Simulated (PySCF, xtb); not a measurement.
C₆H₇F, SMILES C=C1C=C(F)CC1. Other conformers were not sampled.

Harmonic wavenumbers (cm⁻¹) from xtb with GFN2-xTB at its own minimum, in rising order: 83, 173, 295, 418, 427, 494, 554, 604, 688, 817, 854, 871, 889, 931, 955, 1001, 1062, 1116, 1145, 1185, 1208, 1259, 1291, 1314, 1411, 1451, 1473, 1681, 1707, 2955, 2982, 2984, 3001, 3113, 3140, 3155.

What does PBE0-D3(BJ)/def2-SVP run with PySCF 2.14.0 give at its own minimum? (Estimate from the structure and the level; the computed values follow.)

8, 188, 313, 450, 468, 511, 584, 628, 707, 828, 871, 875, 897, 935, 960, 1016, 1025, 1153, 1203, 1229, 1243, 1277, 1342, 1408, 1432, 1436, 1466, 1736, 1754, 3060, 3091, 3104, 3144, 3169, 3257, 3270. Paired by order, the mean absolute difference is 45 cm⁻¹ and the zero-point energies are 69.6 and 71.5 kcal/mol.
